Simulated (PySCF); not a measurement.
# 17O chemical shifts

All values are calculated (PySCF 2.14.0 with density-fitted response routines): coordinates at the GFN2-xTB level, σ from GIAO-PBE0/pcSseg-1. Single conformer, fast rotation and ring inversion assumed for equivalent nuclei, no solvent model, non-relativistic.

Shieldings were converted by a linear fit to measured shifts: 17O: δ = 266.70 − 0.911σ (rms 10.7 ppm, 155 shifts, 12.2 ppm with the 3 outliers that the fit left out vs liquid water, solution or neat liquid). A few per cent of atoms miss by over 2 rms, more outside the fitted compound classes.

Give the 17O shifts of `CCO[Si@@H](O)c1cccs1`, `C=CC[C@H](C#CC)C=O`, `C=C1C[C@H](C(=O)O[SiH2]C)S1`, `C=CCC1=COC=CC1`.

Answers


```
                                                              compound                 environment  δ (ppm)
   [CH3:1][CH2:2][O:3][Si@@H:4]([OH:5])[c:6]1[cH:7][cH:8][cH:9][s:10]1  O3: oxygen bonded to C, Si     14.9
   [CH3:1][CH2:2][O:3][Si@@H:4]([OH:5])[c:6]1[cH:7][cH:8][cH:9][s:10]1  O5: oxygen bonded to Si, H     -5.1
                                                    C=CC[C@H](C#CC)C=O             aldehyde oxygen    590.1
[CH2:1]=[C:2]1[CH2:3][C@H:4]([C:5](=[O:6])[O:7][SiH2:8][CH3:9])[S:10]1         O6: carbonyl oxygen    364.2
[CH2:1]=[C:2]1[CH2:3][C@H:4]([C:5](=[O:6])[O:7][SiH2:8][CH3:9])[S:10]1  O7: oxygen bonded to C, Si    136.9
                                                        C=CCC1=COC=CC1                ether oxygen    109.3
```
